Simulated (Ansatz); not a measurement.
**A relaxation, step by step**

Si₃NH₉ClF, singlet, PBE0-D4/def2-TZVP (Ansatz 0.2.0). Settings:

```yaml
hamiltonian: {xc: pbe0, dispersion: d4}
relax: {f_tol: 0.005, max_steps: 200}
```

Start, a step off a saddle point along its unstable mode:

Si1  (0.723, 1.210, 0.396)
Cl2  (2.838, 1.650, 0.863)
N3  (-0.302, -0.061, -0.192)
Si4  (-1.173, -1.254, 0.749)
Si5  (-0.535, -0.141, -1.931)
H6  (2.070, 0.276, 1.707)
F7  (1.577, -0.329, 1.765)
H8  (0.097, 1.827, 1.629)
H9  (0.821, 2.110, -0.769)
H10  (-1.368, -0.708, 2.128)
H11  (-0.446, -2.555, 0.840)
H12  (-2.501, -1.496, 0.121)
H13  (-0.921, -1.519, -2.284)
H14  (0.723, 0.211, -2.625)
H15  (-1.603, 0.780, -2.397)
(Å)

| step | energy less the last (meV) | largest force component (eV/Å) |
| --- | --- | --- |
| 1 | 2261.0 | 12.758 |
| 2 | 737.8 | 0.519 |
| 3 | 514.0 | 1.877 |
| 4 | 291.9 | 1.826 |
| 5 | 132.2 | 1.269 |
| 6 | 63.3 | 0.987 |
| 7 | 33.1 | 0.254 |
| 8 | 24.0 | 0.271 |
| 9 | 17.8 | 0.251 |
| 10 | 6.1 | 0.098 |
| 11 | 2.0 | 0.038 |
| 12 | 1.2 | 0.047 |
| 13 (rejected trial) | 1.4 | 0.086 |
| 14 | 0.8 | 0.018 |
| 15 | 0.6 | 0.025 |
| 16 | 0.4 | 0.017 |
| 17 | 0.3 | 0.009 |
| 18 | 0.2 | 0.021 |
| 19 | 0.1 | 0.021 |
| 20 | 0.1 | 0.020 |
| 21 | 0.0 | 0.012 |
| 22 | 0.0 | 0.003 |
| 23 | 0.0 | 0.005 |
| 24 | 0.0 | 0.007 |
| 25 | 0.0 | 0.007 |
| 26 | 0.0 | 0.005 |
| 27 | 0.0 | 0.005 |

Step 26, positions (Å) and forces (eV/Å):

```tsv
atom	x	y	z	Fx	Fy	Fz
Si1	0.522	1.494	0.266	-0.001	0.005	-0.002
Cl2	2.583	1.139	0.317	-0.002	-0.002	0.002
N3	-0.342	0.132	-0.285	0.002	0.002	0.000
Si4	-1.138	-1.012	0.779	0.000	-0.002	0.000
Si5	-0.440	-0.178	-2.003	-0.001	0.000	0.000
H6	2.186	-0.365	1.855	-0.002	-0.005	0.004
F7	1.652	-0.894	2.407	0.004	0.005	-0.004
H8	0.139	1.842	1.648	0.001	-0.002	0.000
H9	0.385	2.626	-0.676	0.000	-0.001	0.001
H10	-1.310	-0.391	2.111	0.000	0.000	0.000
H11	-0.385	-2.285	0.871	0.000	0.001	0.000
H12	-2.469	-1.304	0.177	0.001	0.000	0.000
H13	-0.261	-1.632	-2.247	0.000	0.001	0.000
H14	0.637	0.589	-2.677	-0.001	-0.001	0.001
H15	-1.759	0.240	-2.544	0.001	-0.001	0.000
```

Last step (27):

| atom | x (Å) | y (Å) | z (Å) |
| --- | --- | --- | --- |
| Si1 | 0.5213 | 1.4950 | 0.2661 |
| Cl2 | 2.5824 | 1.1398 | 0.3179 |
| N3 | -0.3422 | 0.1324 | -0.2849 |
| Si4 | -1.1379 | -1.0126 | 0.7786 |
| Si5 | -0.4398 | -0.1784 | -2.0024 |
| H6 | 2.1869 | -0.3672 | 1.8535 |
| F7 | 1.6527 | -0.8925 | 2.4079 |
| H8 | 0.1377 | 1.8421 | 1.6481 |
| H9 | 0.3839 | 2.6262 | -0.6761 |
| H10 | -1.3096 | -0.3916 | 2.1114 |
| H11 | -0.3850 | -2.2849 | 0.8698 |
| H12 | -2.4688 | -1.3032 | 0.1775 |
| H13 | -0.2636 | -1.6330 | -2.2452 |
| H14 | 0.6392 | 0.5867 | -2.6772 |
| H15 | -1.7573 | 0.2412 | -2.5449 |

The run took 72 s on 4 CPU threads of an AMD EPYC 7R13 and a share of one NVIDIA H100 (shared host), with 0.94 GiB of host memory at its peak.
